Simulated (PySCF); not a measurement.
A structure optimised at PBE-D3(BJ)/def2-SVP, used in a PySCF frequency run:

```xyz
9

C     -2.5076     0.0000    -1.7732
C     -1.4996     0.0000    -1.0720
Si     0.0000     0.0000    -0.0401
Cl     0.0000    -1.6817     1.1613
Cl     0.0000     1.6817     1.1613
C      1.4996     0.0000    -1.0720
C      2.5076     0.0000    -1.7732
H     -3.3973     0.0000    -2.3906
H      3.3973     0.0000    -2.3906
```

**Question.** Write its SMILES, formula and point group.

**Answer.** C#C[Si](Cl)(Cl)C#C, C₄H₂Cl₂Si, C2v

**Question.** What are its rotational constants (standard atomic weights)?

**Answer.** 1.2314, 1.1784, 1.1532 GHz
